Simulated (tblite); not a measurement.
Run record: molecular-dynamics run, `C1=CCC(C2CC2)=C1`.

Computed with GFN2-xTB (tblite), gas phase: Langevin dynamics at 300 K from the optimised GFN2-xTB geometry, time step 0.5 fs, friction 0.01 fs⁻¹, 2000 steps. The command runs a driver script over a list of jobs; the input below is this job's line of settings and its coordinates in Å. «temperature» is in K, «steps» counts time steps and «every» is the stride of the printed frames; «frames» go on to single points.

Command:
```bash
OMP_NUM_THREADS=1 python probes_run.py task.json out
```

Input:
```
{"job": {"kind": "md", "xc": "GFN2-xTB", "basis": "xTB", "temperature": 300, "steps": 2000, "every": 50, "frames": 5}, "charge": 0, "multiplicity": 1}
C      2.331725    -0.672651    -0.029628
C      2.517542     0.650270    -0.125410
C      1.190107     1.331619    -0.179590
C      0.220180     0.188726    -0.096842
C     -1.231100     0.400254    -0.110844
C     -2.139540    -0.596603    -0.787755
C     -2.138419    -0.492162     0.699614
C      0.916694    -0.961496    -0.011459
H      3.095050    -1.428879     0.027294
H      3.451163     1.181014    -0.161570
H      1.063280     1.899554    -1.103772
H      1.055933     2.030760     0.648451
H     -1.521687     1.442254    -0.183770
H     -2.991140    -0.219687    -1.333741
H     -1.678101    -1.461470    -1.238348
H     -1.676470    -1.285462     1.266308
H     -2.989789    -0.042881     1.188164
H      0.515815    -1.956843     0.061256
```

Output:
```
t/fs     T/K      E/eV
    0.0   254.5   -603.21455
   25.0   148.1   -602.92404
   50.0   159.6   -602.92492
   75.0   188.8   -602.83076
  100.0   233.3   -602.83927
  125.0   245.9   -602.84934
  150.0   214.8   -602.71719
  175.0   186.6   -602.64798
  200.0   281.8   -602.77619
  225.0   223.8   -602.71007
  250.0   242.2   -602.66952
  275.0   285.2   -602.75120
  300.0   332.4   -602.78534
  325.0   262.3   -602.79098
  350.0   246.7   -602.66566
  375.0   193.6   -602.63371
  400.0   214.3   -602.51548
  425.0   270.1   -602.70634
  450.0   239.3   -602.68343
  475.0   234.7   -602.59998
  500.0   221.6   -602.52888
  525.0   297.8   -602.56246
  550.0   316.2   -602.56163
  575.0   310.3   -602.66031
  600.0   267.1   -602.37315
  625.0   302.7   -602.47281
  650.0   256.7   -602.46806
  675.0   267.4   -602.51256
  700.0   283.2   -602.42217
  725.0   316.5   -602.64031
  750.0   240.6   -602.54941
  775.0   223.4   -602.73296
  800.0   176.0   -602.74386
  825.0   257.1   -602.65062
  850.0   255.4   -602.70646
  875.0   196.6   -602.65332
  900.0   279.4   -602.69995
  925.0   280.9   -602.52408
  950.0   249.5   -602.61457
  975.0   272.5   -602.54071
 1000.0   313.9   -602.78489
```

E is the potential energy; T comes from the kinetic energy over all 3N coordinates.

**Question.** Sum up the printed frames.

**Answer.** 41 frames over 1000 fs. T runs from 148 K (25 fs) to 332 K (300 fs), with a mean of 250 K over all frames and 266 K from 500 fs on. E starts at -603.215 eV, peaks 0.841 eV above that at 600 fs, and averages 0.624 eV above it from 500 fs on.

**Question.** Give the last frame.

**Answer.** 0.53 Å rms from the start after alignment:
```
atom  x, y, z in Å
C1      2.272   -1.532    1.181
C2      2.661   -0.284    0.961
C3      1.500    0.454    0.413
C4      0.383   -0.570    0.265
C5     -1.005   -0.340   -0.216
C6     -1.314   -0.698   -1.643
C7     -1.902   -1.496   -0.516
C8      0.883   -1.705    0.775
H9      2.875   -2.398    1.409
H10     3.556    0.264    1.240
H11     1.712    0.958   -0.511
H12     1.117    1.286    1.035
H13    -1.448    0.569    0.099
H14    -1.996    0.003   -2.196
H15    -0.497   -1.220   -2.188
H16    -1.580   -2.492   -0.352
H17    -2.951   -1.462   -0.238
H18     0.283   -2.613    0.910
```

**Question.** Estimate the wall time. Hardware: an Arm Neoverse V1 with one thread, shared host with 32 logical CPUs at a one-minute load of 7.1. And the peak memory of the process?

**Answer.** About 12 s, with 0.19 GiB resident at the peak, the Python interpreter and its libraries included.
